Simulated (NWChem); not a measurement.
C₂H₂F₄; SMILES FC(F)C(F)F

```xyz
8

F      1.0923    -1.3561     0.0787
C      0.0000    -0.6871    -0.3249
F     -1.0923    -1.3561     0.0789
C      0.0000     0.6871     0.3249
F     -1.0923     1.3561    -0.0789
F      1.0923     1.3561    -0.0787
H     -0.0002    -0.6053    -1.4264
H     -0.0002     0.6053     1.4264
```
Atoms are numbered in this order, from 1.

All runs: NWChem. Pople sets run with spherical d functions. Coordinates come from a PBE0/def2-SVP optimisation. COSMO at PBE/6-31G*, default radii, gas-phase geometry; f = (ε − 1)/ε scales the surface charges.

```
row            f  electrostatic solvation energy (kcal/mol)
--------  ------  -----------------------------------------
ε = 2.0   0.5000                                      -1.14
ε = 2.4   0.5833                                   withheld
ε = 3.9   0.7436                                      -1.73
ε = 4.8   0.7917                                      -1.85
ε = 11.7  0.9145                                      -2.17
```

Problem. Fit a straight line of the last column on the one before it, predict the withheld value, and compare with the run.

Solution. 
1. Means of the 4 shown rows: x = 0.73745, y = -1.723. Slope Σ(x − x̄)(y − ȳ)/Σ(x − x̄)² = -0.2245/0.09071 = -2.475; intercept 0.103.
2. The shown rows scatter about the line by 0.007 (root mean square); the largest residual is -0.01, at ε = 11.7.
3. At x = 0.5833 (ε = 2.4; inside the shown range) the line gives -1.34.
4. The run gives -1.34, 0.00 from the line.
